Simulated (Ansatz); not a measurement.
A run for Ansatz (an electronic-structure program): R-wB97M-V/def2-TZVPP on BH3O (SMILES BO), atoms moved off the minimum.

Ansatz 0.2 input:
```yaml
crystal:
  periodic: [false, false, false]
  atoms:
    - {symbol: B, position_ang: [-0.45161625, -0.50334389, 0.05858787]}
    - {symbol: H, position_ang: [-0.34760652, -1.44626480, 0.94403630]}
    - {symbol: H, position_ang: [-1.25513448, -0.68948113, -0.78287086]}
    - {symbol: O, position_ang: [0.52857005, 0.45259201, 0.03939511]}
    - {symbol: H, position_ang: [0.33096949, 1.04291515, -0.74147637]}
basis:
  gaussian:
    orbitals: def2-TZVPP
hamiltonian:
  xc: {name: wB97M-V}
scf: {lower_state_search: off}
output: {forces: true}
```

It printed:

```
WARN ansatz: RAYON_NUM_THREADS=1 ignored (pool sized by the plan → 1); use --threads N
Functional definition: wB97M-V
these checks for a lower state are left out or cut short: stability, starts, cluster_reference, orbital_swaps, neighbouring_geometries, increment
integrals: 0.03 GiB planned
497 factors; their error is unknown
integrals: 0.06 GiB planned
136 factors; integrals over basis functions are off by at most 1.8e-5 eV
mean field: 0.31 GiB planned
mean field evaluation 1: about -2769.9405 eV, gradient 4.1e1 eV
mean field evaluation 2: about -2769.0890 eV, gradient 4.9e1 eV
mean field evaluation 4: about -2772.7619 eV, gradient 7.7e-1 eV
mean field evaluation 8: about -2772.7633 eV, gradient 3.4e-1 eV
mean field evaluation 16: about -2772.7634 eV, gradient 2.3e-5 eV
mean field -2772.76338274 eV, -101.8971748693 hartree, gradient 5.4e-6 eV, S^2 0.000000; 0 other end points of the search recorded, 0 dependent functions left out
the calculation of the forces begins
reference -2772.76342345 eV, -101.8971763652 hartree; 8, 8 occupied and 96, 96 virtual orbitals, 497 factors
Total energy: -2772.76342345 eV, -101.8971763652 hartree
Atom 0 at    -0.451616    -0.503344     0.058588 Å, force     1.387478    -2.005435     1.548985 eV/Å
Atom 1 at    -0.347607    -1.446265     0.944036 Å, force    -0.141998     1.652982    -1.021869 eV/Å
Atom 2 at    -1.255134    -0.689481    -0.782871 Å, force    -0.322634     0.546899    -0.307151 eV/Å
Atom 3 at     0.528570     0.452592     0.039395 Å, force    -1.568890     0.570995    -1.565733 eV/Å
Atom 4 at     0.330969     1.042915    -0.741476 Å, force     0.646044    -0.765441     1.345768 eV/Å
Dipole moment:    -0.115507     0.231299    -0.288417 e Å
Checks for a lower state left out: stability, starts, cluster_reference, orbital_swaps, neighbouring_geometries, increment
```

The run converged.

Cost: around 2.6 core-seconds (rough).
